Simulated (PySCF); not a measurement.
The dipole of `C=C[Si@@H](Cl)[SiH2]Cl` from its density and from atomic charges.

Coordinates (GFN2-xTB, Å) and charges (e) from the PBE0/pcSseg-1 density (PySCF):

```
atom       x       y       z  Mulliken      IAO  Hirshfeld  ESP-fitted
  C1   1.846   0.697   0.369   -0.1535  -0.2658    -0.0753     -0.2880
  C2   1.485  -0.539   0.060   -0.4805  -0.4196    -0.1409     -0.2602
 Si3  -0.262  -1.055  -0.443   +0.5989  +0.6536    +0.2755     +0.2807
 Cl4  -0.694  -2.742   0.617   -0.3187  -0.3162    -0.1292     -0.1820
 Si5  -1.845   0.569   0.044   +0.3458  +0.4976    +0.2561     +0.2412
 Cl6  -1.564   2.156  -1.183   -0.3165  -0.3149    -0.1194     -0.1748
  H7   1.147   1.518   0.343   +0.1396  +0.1445    +0.0384     +0.1521
  H8   2.855   0.953   0.655   +0.1280  +0.1575    +0.0553     +0.1638
  H9   2.237  -1.318   0.106   +0.1439  +0.1617    +0.0473     +0.1707
 H10  -0.210  -1.483  -1.849   -0.0289  -0.1047    -0.0716     -0.0364
 H11  -1.762   1.096   1.410   -0.0292  -0.0984    -0.0682     -0.0319
 H12  -3.233   0.147  -0.156   -0.0289  -0.0951    -0.0678     -0.0352
```

Q: Compute μ = Σ q r for each scheme (1 e·Å = 4.803 D) and compare with the dipole of the full density.

A: The full density gives (0.81, 0.37, 0.32) D, 0.94 D in size; dipole vectors point from the negative to the positive end.

```tsv
scheme	μx	μy	μz	size (D)	share of the full size (%)	angle to the full dipole (°)
Mulliken	-0.37	0.28	0.03	0.47	49	115
IAO	-0.05	0.06	0.13	0.15	16	82
Hirshfeld	0.22	0.22	0.08	0.32	34	20
ESP-fitted	0.79	0.38	0.31	0.93	98	1
```

Q: Which set comes closest?

A: Length of the difference vector: ESP-fitted 0.02 D, Hirshfeld 0.66 D, IAO 0.94 D, Mulliken 1.22 D. Closest: ESP-fitted. 

Q: What is left for the Hirshfeld atoms' own dipoles?

A: The Hirshfeld atoms' densities add up to the full density, so μ = Σ q r + Σ (atomic dipoles). The atomic dipoles sum to (0.81, 0.37, 0.32) − (0.22, 0.22, 0.08) = (0.59, 0.15, 0.24) D, 0.66 D in size.

Q: With the origin at the mean of the coordinates, (0.000, 0.000, -0.002) Å, which are the largest single terms, by size, of the Hirshfeld dipole along the direction of the full one?

A: Si5 -1.66, Si3 -1.03, H12 +0.90, Cl4 +0.90, H8 +0.81 D; all 12 atoms together +0.30 D. The single terms depend on the origin, their sum doesn't.

Q: Give the size of the full dipole in other units.

A: 0.94 D = 0.372 au = 0.197 e·Å = 3.15 × 10⁻³⁰ C·m.

Isolated species at its GFN2-xTB geometry (one conformer only).

Shape of the structure used: `[CH2:1]=[CH:2][Si@@H:3]([Cl:4])[SiH2:5][Cl:6]`: C1–C2–Si3–Cl4 -134°, C2–Si3–Si5–Cl6 69°.
